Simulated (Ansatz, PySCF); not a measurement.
C5H14NSi, doublet, at a GFN2-xTB geometry. Base run: HF/STO-3G run with PySCF.

Input for PySCF:
```python
from pyscf import gto, scf

mol = gto.M(
    atom='''
C    -0.52010405   -0.73735283   -1.95420073
Si   -0.60453952   -0.04825465   -0.23797418
C    -1.59335513   -1.20417502    0.90345873
C    -1.37106188    1.69217890   -0.24854698
N     0.97634828    0.12744080    0.50880763
C     1.69559356   -1.02444080    0.98386991
C     1.86511903    1.18437909    0.10532634
H    -0.32294206   -0.12088686   -2.81544969
H    -0.45139548   -1.79456139   -2.14975667
H    -1.44128637   -0.97010406    1.95223950
H    -2.65451044   -1.11761729    0.69682096
H    -1.32170075   -2.24325751    0.74988302
H    -0.97319634    2.29755558   -1.05619549
H    -1.19639159    2.22073477    0.68310436
H    -2.44372917    1.62874213   -0.39552542
H     2.35049052   -1.44614525    0.21105086
H     0.99547720   -1.79012359    1.30147696
H     2.32116777   -0.74202936    1.83591899
H     2.52846275    0.87273115   -0.71126696
H     1.28970967    2.04355716   -0.22334432
H     2.49181051    1.48134794    0.95158531
''',
    basis='sto-3g',
    spin=1,
    verbose=4,
)

mf = scf.UHF(mol)
mf.kernel()
```

The same geometry, method and basis name were run in Ansatz (a program for electronic structure) and PySCF, at each program's defaults and at the settings that a row names. The base is PySCF at its defaults. Differences at the defaults can come from grids, fitting, cores and function types together.

```
code and settings                                             ΔE vs base (mEh)  basis functions      E (Eh)  SCF cycles  dipole (D)
------------------------------------------------------------  ----------------  ---------------  ----------  ----------  ----------
PySCF, defaults (exact integrals, spherical functions)                   0.000               53  -534.54719          11        0.70
Ansatz, defaults (factorised integrals, spherical functions)             0.044               53  -534.54715           -           -
PySCF, density fitting with def2-universal-jkfit                        -1.004               53  -534.54819          11        0.70
Ansatz, high accuracy                                                    0.000               53  -534.54719           -           -
```

Open shells are given as the SCF converged; they aren't shown to be the lowest states, and a large step between rows can be another state.
